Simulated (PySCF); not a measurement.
# NaGa⁺: frontier orbitals

UHF at R = 3.446 Å; Na x2c-SVPall, Ga x2c-SVPall; spin-free X2C with a Gaussian nucleus (PySCF 2.14). State: ²Σ⁺ (doublet), unpaired electrons σ ↑. Only the outer orbitals are listed, counted within each symmetry.

| spin | orbital | occ. | ε (eV) | on Na (%) | main shells (%) |
| --- | --- | --- | --- | --- | --- |
| α | 1δ | 1 | -36.56 | 0 | 100 Ga d |
| α | 1δ | 1 | -36.56 | 0 | 100 Ga d |
| α | 4π | 1 | -36.43 | 0 | 100 Ga d |
| α | 4π | 1 | -36.43 | 0 | 100 Ga d |
| α | 9σ | 1 | -36.40 | 0 | 100 Ga d |
| α | 10σ | 1 | -17.16 | 5 | 95 Ga s |
| α | 11σ | 1 | -10.57 | 26 | 72 Ga p, 18 Na s |
| α | 12σ | 0 | -3.72 | 91 | 80 Na s, 11 Na p, 10 Ga p |
| α | 5π | 0 | -3.52 | 20 | 80 Ga p, 19 Na p |
| α | 5π | 0 | -3.52 | 20 | 80 Ga p, 19 Na p |
| β | 1δ | 1 | -36.57 | 0 | 100 Ga d |
| β | 1δ | 1 | -36.57 | 0 | 100 Ga d |
| β | 4π | 1 | -36.40 | 0 | 100 Ga d |
| β | 4π | 1 | -36.40 | 0 | 100 Ga d |
| β | 9σ | 1 | -36.34 | 0 | 100 Ga d |
| β | 10σ | 1 | -15.73 | 1 | 98 Ga s |
| β | 11σ | 0 | -3.98 | 88 | 87 Na s, 12 Ga p |
| β | 5π | 0 | -3.17 | 16 | 84 Ga p, 15 Na p |
| β | 5π | 0 | -3.17 | 16 | 84 Ga p, 15 Na p |

Problem. Which are the highest filled and the lowest empty level, where do they sit, and how wide is the gap?

Solution. Highest filled α 11σ at -10.57 eV (in %: 72 Ga p, 18 Na s); lowest empty β 11σ at -3.98 eV (in %: 87 Na s, 12 Ga p); the gap at UHF is 6.59 eV.

* bond order (Mayer): 0.45
* ⟨S²⟩: 0.765
* charge on Na (Mulliken, basis-dependent): 0.68
* charge on Na (Löwdin, basis-dependent): 0.56
* dipole moment (positive dipole points towards Ga; it is taken about the centre of mass and depends on that origin): -8.24 D
* polarisability along the bond: 114.6 bohr³
* polarisability across the bond: 42.6 bohr³

Spin–orbit coupling is left out. The state is the lowest determinant that a PBE0 search found; another state may lie lower at other levels.
